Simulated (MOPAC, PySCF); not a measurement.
CH₉N₃OSn, SMILES `[Sn]([NH2])([O]C)([NH2])[NH2]`, neutral singlet in the gas phase. 

Cartesian coordinates (Å):
SMILES: C[O][Sn]([NH2])([NH2])[NH2]
```xyz
15

C      2.1773    -0.8510     0.0216
O      0.9270    -1.0456    -0.5688
Sn    -0.6081     0.1439    -0.1332
N      0.0872     2.0360    -0.3741
N     -2.0184    -0.5181    -1.4282
N     -1.2975     0.0841     1.7731
H      2.9076    -1.5308    -0.4513
H      2.5611     0.1816    -0.0970
H      2.1809    -1.0761     1.1082
H     -0.6240     2.7352    -0.1653
H      0.4026     2.2065    -1.3276
H     -1.6858    -1.3245    -1.9546
H     -2.8859    -0.7794    -0.9637
H     -0.7090     0.5982     2.4259
H     -1.4151    -0.8600     2.1349
```
Charge 0, multiplicity 1.

All levels are single points at this geometry (PBE0-D4/def2-SVP); Pople sets use spherical d functions. Orbital energies aren't observables, and empty levels follow the basis.

B3LYP/6-31G* (LANL2DZ on Sn) in PySCF gives dipole (D) = 1.08.

Task: Estimate the dipole (D) from each of these levels: PBE-D3(BJ)/def2-TZVP in PySCF; PBE0-D4/def2-TZVP in PySCF; B3LYP/6-311+G** (LANL2DZ on Sn) in PySCF; M06-2X/6-31G* (LANL2DZ on Sn) in PySCF; PBE/6-31G* (LANL2DZ on Sn) in PySCF; AM1 in MOPAC; PM6 in MOPAC; PM7 in MOPAC.

Result: 
| level | dipole (D) |
|---|---|
| PBE-D3(BJ)/def2-TZVP in PySCF | 0.96 |
| PBE0-D4/def2-TZVP in PySCF | 1.00 |
| B3LYP/6-311+G** (LANL2DZ on Sn) in PySCF | 1.10 |
| M06-2X/6-31G* (LANL2DZ on Sn) in PySCF | 1.10 |
| PBE/6-31G* (LANL2DZ on Sn) in PySCF | 1.05 |
| AM1 in MOPAC | 1.17 |
| PM6 in MOPAC | 1.49 |
| PM7 in MOPAC | 1.55 |
